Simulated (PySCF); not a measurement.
Si(H)3(Cl) anion (ClH3Si), SMILES [SiH3]Cl (connectivity only; charge and spin as stated), charge -1, multiplicity 2. Atoms are numbered in the order given.

```xyz
5

Si    -1.1910    -0.0550     0.0000
Cl     1.2856    -0.0179     0.0000
H     -1.2682     0.8404    -1.2028
H     -2.6441    -0.6072     0.0000
H     -1.2682     0.8404     1.2028
```
Charge -1, spin multiplicity 2.

The structure is a stationary point at PBE0-D3(BJ)/def2-TZVPD. The spin state was assumed, not searched. The isomer is the one that the SMILES or the coordinates give; other isomers of the formula were not compared.

All values below come from C-PCM-ωB97X/def2-SVPD in PySCF.

The values are the electrostatic part of the solvation free energy, E(continuum) − E(gas) at the gas-phase geometry, in a cavity of scaled van der Waals radii (PySCF's table); cavitation and dispersion terms are not included.

| solvent | ε | ΔG(elec) (kcal/mol) |
|---|---|---|
| water | 78.36 | [?] |
| 1-octanol | 9.86 | -49.5 |
| diethylether | 4.24 | -42.0 |

### Question
What belongs in the gaps? (An estimate is asked for; the answer gives what the named calculation found.)

### Answer

- water, ΔG(elec) (kcal/mol): -54.4
